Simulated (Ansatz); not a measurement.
# How methods differ on InNH3Cl (SMILES [NH2][InH][Cl])

The species is InNH3Cl (6 atoms), meant as a singlet with charge 0. As SMILES, `[NH2][InH][Cl]`. Geometry: optimised at B3LYP/def2-SVP.

```xyz
6

N    -1.0392    0.1978   -0.5098
In    0.8006    0.1361    0.3306
Cl    1.0294   -1.8040    1.6884
H    -1.2203    0.7720   -1.3290
H    -1.5910   -0.6561   -0.5423
H     2.0626    1.2903    0.3158
```

Quantity: the dissociation energy of the Cl3–In2 bond into doublet Cl and doublet InNH3 (shapes relaxed at B3LYP/def2-SVP, no zero-point term), in eV. The values are calculated.

```
                             level                    kind  program  value (eV)  CPU time (all runs)
     HF/def2-TZVP (core potential)            Hartree–Fock   Ansatz        3.26                  3 s
    PBE/def2-TZVP (core potential)                     GGA   Ansatz        4.19                5.7 s
  B3LYP/def2-TZVP (core potential)           global hybrid   Ansatz        4.01                8.1 s
wB97M-V/def2-TZVP (core potential)  range-separated hybrid   Ansatz        4.34                 29 s
    MP2/def2-TZVP (core potential)     perturbation theory   Ansatz        4.40                5.6 s
```

Spin-orbit coupling is left out. The values span 3.26 to 4.40 eV. Hartree–Fock misses the correlation of the electron pair that is broken and comes out low. Measured bond enthalpies also hold zero-point and thermal terms, a few tenths of an eV less. In the correlated wave-function rows the outer d shell of In is correlated, in sets not made for it. In so small a basis fixed costs decide the times, and correlated methods can beat functionals. Times are those of the runs behind each value, whatever else they computed, on shared processors of several kinds: orders of magnitude only.
